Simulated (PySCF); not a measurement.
Job file and geometry (Å, from GFN2-xTB) of an NMR shielding run on `B[C@@](C)([SiH2]CC)C1CC1`, C$_{7}$H$_{17}$BSi, GIAO PBE0/pcSseg-1 NMR shielding, non-relativistic, gas phase (PySCF); density fitting, a coarse starting grid and PySCF grid level 2 are the driver's defaults:

```
$ OMP_NUM_THREADS=1 python probes_run.py task.json out

{"job": {"kind": "nmr", "xc": "PBE0", "basis": "pcSseg-1"}, "charge": 0, "multiplicity": 1}
B     -0.315607    -1.083922    -0.906710
C     -0.545027    -0.327759     0.424276
C     -0.442988    -1.204909     1.680606
Si     0.952737     0.917923     0.436069
C      2.661393     0.101623     0.234443
C      3.023197    -0.175949    -1.221440
C     -1.777588     0.545734     0.565912
C     -2.355022     1.335067    -0.568107
C     -3.085431     0.136038    -0.045224
H     -0.690597    -0.668210    -1.934771
H      0.282409    -2.092514    -0.900823
H     -1.313049    -1.857695     1.744174
H     -0.412300    -0.602997     2.589335
H      0.444947    -1.831333     1.653712
H      0.890083     1.573384     1.753920
H      0.774398     1.938968    -0.603688
H      3.420071     0.754072     0.667983
H      2.704464    -0.833070     0.795057
H      3.990121    -0.672000    -1.294708
H      3.074998     0.753058    -1.784621
H      2.274480    -0.812708    -1.687273
H     -1.845916     1.018901     1.541357
H     -2.757665     2.315027    -0.358308
H     -1.886372     1.260721    -1.535421
H     -3.997108     0.289410     0.513315
H     -3.089673    -0.754248    -0.656259
```

**Question.** Write the output of this run.

**Answer.** 
```
coarse grid: 20856 points
cycle   1  E = -590.5968516755  dE =  7.953e-01  |g| = 4.960e-01  |ddm| = 4.370e+00
cycle   2  E = -590.5790252677  dE =  1.783e-02  |g| = 5.717e-01  |ddm| = 9.928e-01
cycle   3  E = -590.6652073640  dE = -8.618e-02  |g| = 4.586e-02  |ddm| = 5.867e-01
cycle   4  E = -590.6655553227  dE = -3.480e-04  |g| = 2.706e-02  |ddm| = 7.445e-02
cycle   5  E = -590.6657249496  dE = -1.696e-04  |g| = 6.998e-03  |ddm| = 3.248e-02
cycle   6  E = -590.6657369745  dE = -1.202e-05  |g| = 1.347e-03  |ddm| = 8.617e-03
cycle   7  E = -590.6657374136  dE = -4.391e-07  |g| = 3.482e-04  |ddm| = 1.506e-03
final grid: 192920 points
cycle   8  E = -590.7196536969  dE = -7.556e-05  |g| = 1.015e-02  |ddm| = 4.854e-02
cycle   9  E = -590.7196418715  dE =  1.183e-05  |g| = 1.222e-02  |ddm| = 2.127e-02
cycle  10  E = -590.7196809631  dE = -3.909e-05  |g| = 9.506e-04  |ddm| = 1.213e-02
cycle  11  E = -590.7196811496  dE = -1.865e-07  |g| = 3.765e-04  |ddm| = 1.294e-03
cycle  12  E = -590.7196811834  dE = -3.388e-08  |g| = 7.094e-05  |ddm| = 4.103e-04
cycle  13  E = -590.7196811847  dE = -1.237e-09  |g| = 2.114e-05  |ddm| = 1.124e-04
cycle  14  E = -590.7196811848  dE = -1.146e-10  |g| = 4.053e-06  |ddm| = 2.344e-05
converged SCF energy = -590.7196811848

GIAO shielding tensors (ppm)
atom      isotropic    diamagn.    paramagn.     s11        s22        s33       span
  0 B       22.484     197.373    -174.888    -58.140     -6.671    132.265    190.406
  1 C      130.170     253.512    -123.342     77.448    137.811    175.250     97.803
  2 C      160.005     247.592     -87.587    134.375    161.543    184.098     49.723
  3 Si     370.687     883.507    -512.820    318.325    362.064    431.673    113.348
  4 C      181.974     255.234     -73.261    174.762    184.467    186.692     11.930
  5 C      173.667     247.575     -73.909    165.465    167.872    187.663     22.197
  6 C      165.151     247.407     -82.255    134.203    148.428    212.823     78.619
  7 C      181.383     251.493     -70.110    154.159    179.417    210.573     56.413
  8 C      170.681     256.343     -85.662    127.512    175.960    208.572     81.060
  9 H       24.615      33.465      -8.850     15.664     28.169     30.013     14.348
 10 H       24.535      33.308      -8.773     16.378     27.697     29.530     13.152
 11 H       29.585      31.254      -1.670     24.872     27.869     36.014     11.142
 12 H       30.410      32.006      -1.596     27.023     28.406     35.802      8.780
 13 H       29.700      32.296      -2.597     24.722     28.596     35.782     11.060
 14 H       27.597      32.687      -5.090     23.978     27.180     31.634      7.656
 15 H       27.657      32.984      -5.327     23.315     28.060     31.597      8.282
 16 H       31.170      30.751       0.419     25.565     29.357     38.589     13.024
 17 H       31.050      33.579      -2.529     26.502     30.200     36.447      9.946
 18 H       30.407      27.517       2.890     25.113     27.483     38.626     13.513
 19 H       30.973      29.909       1.064     26.735     28.893     37.290     10.556
 20 H       31.466      31.660      -0.193     26.244     31.944     36.212      9.969
 21 H       31.126      33.367      -2.240     24.426     30.135     38.818     14.392
 22 H       31.063      30.363       0.699     25.592     26.275     41.321     15.730
 23 H       30.578      32.375      -1.797     25.199     28.088     38.447     13.248
 24 H       30.933      30.588       0.346     25.223     26.228     41.350     16.127
 25 H       32.033      32.805      -0.772     26.494     30.044     39.563     13.069
```

Size and cost of the density-fitted run: 245 basis functions, 56 s wall time on 1 thread of an Arm Neoverse V2, shared host; peak memory 1.1 GiB.
